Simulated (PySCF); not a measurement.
Computed shifts of a molecule C2H5BF2O, HF/pcSseg-1 (PySCF), GIAO, gas phase, equivalent atoms averaged, in ppm (number of nuclei): ¹⁹F: -99.5 (1), -103.3 (1). ¹³C: 58.8 (1), 21.0 (1). ¹H: 4.06 (1), 3.96 (1), 1.67 (3). References: ¹¹B against BF3 (σ = 102.7 ppm); ¹⁹F against CFCl3 (σ = 238.5 ppm); ¹⁷O against H2O (σ = 333.0 ppm); ¹³C against TMS (σ = 192.6 ppm); ¹H against TMS (σ = 31.99 ppm), references at their B3LYP-D3(BJ)/def2-TZVP geometries, non-relativistic. Geometry optimised at ωB97X-D3(BJ)/def2-SVP. Other conformers were not sampled.

Which molecule gave these data?
(A) C[C@H](O)B(F)F
(B) OB(CF)CF
(C) COB(F)CF
(D) CCOB(F)F

D, CCOB(F)F
